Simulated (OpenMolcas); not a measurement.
## Os III: effect of the active space

```
Program             : OpenMolcas 26.06
Method              : CASSCF
Basis               : ANO-RCC-MB
Scalar Hamiltonian  : DKH2, point nucleus
Spin-orbit coupling : state interaction with AMFI integrals over the reference wave functions, term energies averaged over their components
```

A. 6 electrons in 5 orbitals (5d); 2S+1 = 5 even, 5 roots; 2S+1 = 3 even, 45 roots; 2S+1 = 1 even, 50 roots; cost of the order of 25 core-seconds
B. 6 electrons in 6 orbitals (5d 6s); 2S+1 = 5 even, 30 roots; 2S+1 = 7 even, 1 root kept (CI in the orbitals of an earlier block); 2S+1 = 3 even, 136 roots kept (CI in the orbitals of an earlier block, 107 in the spin-orbit step); 2S+1 = 1 even, 117 roots kept (CI in the orbitals of an earlier block, 62 in the spin-orbit step); cost roughly 100 core-seconds

Energies in cm-1 above 5d6 5D4.

```
            Level      A      B
          5d6 5D4    0.0    0.0
          5d6 5D3   4040   3930
          5d6 5D2   4719   4530
          5d6 5D1   6488   6302
          5d6 5D0   6910   6720
          5d6 3H6  16629  17190
   5d6 3H5 [52 %]  16847  16914
5d6 3P2(1) [64 %]  17101  16604
5d6 3F3(1) [57 %]  19876  19184
       5d6 3F2(1)  20808  20224
   5d6 3G5 [52 %]  24441  24189
   5d6 3G4 [69 %]  25356  24463
   5d6 3D2 [74 %]  26993  24936
          5d6 1I6  28261  28724
          5d6 3D3  28281  25791
5d6 3P1(1) [51 %]  29759  28405
5d6 1G4(1) [61 %]  32968  31627
   5d6 1F3 [69 %]  35536  33874
5d6 1D2(1) [68 %]  35963  35268
       5d6 3P1(2)  41632  40127
       5d6 3F4(2)  43765  42220
5d6 3F2(2) [65 %]  44362  42560
       5d6 3P2(2)  48657  47128
       5d6 1G4(2)  50493  49367
```

The spin-orbit steps hold different terms of 5d6 (B lacks a 1S), which shifts levels as well.

Between A and B the level of the table that moves most is 5d6 3D3, by 2500 cm-1 (lowest in B, highest in A).

Without dynamic correlation excited terms often stand tens of per cent too high (terms of higher spin than the ground term too low), and those without a measured partner can miss by more than the paired ones. Configurations with an s electron lie low in 5d ions of this charge, fall among these levels and mix in, so low-spin terms can stand far too high, up to twice their true height, and weights are not those of the real levels (holds for A). Some high roots are left out of the spin-orbit mixing, which shifts the levels that they would mix with (holds for B). Terms from blocks run as CI alone lack orbitals of their own (holds for B). Only configurations of the active space appear. Levels that lie high or do not pair safely by name in every column are left out.

A share in square brackets marks a mixed level and gives the weight of the term that names it, the lowest over the columns. A number in round brackets counts repeated terms of one configuration in the order of the reference energies.
